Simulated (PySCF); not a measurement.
C₂H₉FOSi₂, SMILES [SiH3][C@@H](F)[Si@H](C)O. Atoms are numbered in the order given.

```xyz
15

C     -2.0352    -0.1416    -0.7672
Si    -0.6008    -0.9657     0.0968
O     -1.0182    -1.5528     1.6044
C      0.7304     0.3414     0.4153
F      0.0710     1.5030     0.8970
Si     1.7844     0.8719    -1.0739
H     -2.9126    -0.8026    -0.8547
H     -1.7522     0.1713    -1.7856
H     -2.3292     0.7591    -0.2054
H     -0.0065    -2.0509    -0.7507
H     -1.8188    -2.0862     1.6632
H      1.4034    -0.0218     1.2179
H      2.6196    -0.2794    -1.5323
H      0.8972     1.3121    -2.1916
H      2.6650     2.0085    -0.6778
```

Geometry: r2SCAN-D4/def2-SVP. The structure was generated by enumeration; whether it is a known compound was not checked. Other conformers were not sampled.

Method: TDA-M06-2X/def2-SVPD run with PySCF.

Vertical excitations. Isolated molecule, no solvent.

```tsv
state	energy (eV)	λ (nm)	f	main pairs
S1	7.10	175	0.009	HOMO→LUMO 41 %, HOMO→LUMO+3 21 %, HOMO→LUMO+2 12 %, HOMO→LUMO+4 10 %
S2	7.50	165	0.016	HOMO−1→LUMO 70 %
S3	7.69	161	0.008	HOMO→LUMO+1 39 %, HOMO→LUMO 15 %, HOMO→LUMO+3 13 %, HOMO−1→LUMO 9 %
S4	7.87	158	0.047	HOMO→LUMO+2 47 %, HOMO→LUMO+1 26 %, HOMO→LUMO 15 %
S5	7.98	155	0.028	HOMO−2→LUMO 30 %, HOMO−2→LUMO+3 18 %, HOMO−2→LUMO+4 13 %, HOMO−2→LUMO+2 9 %
S6	8.29	150	0.043	HOMO→LUMO+4 22 %, HOMO→LUMO+3 20 %, HOMO→LUMO 15 %, HOMO−1→LUMO+1 7 %
T1	6.60	188	0	HOMO→LUMO 29 %, HOMO→LUMO+3 21 %, HOMO→LUMO+2 17 %, HOMO→LUMO+4 13 %
T2	7.21	172	0	HOMO−1→LUMO 58 %
```
Triplets are in the Tamm–Dancoff approximation.
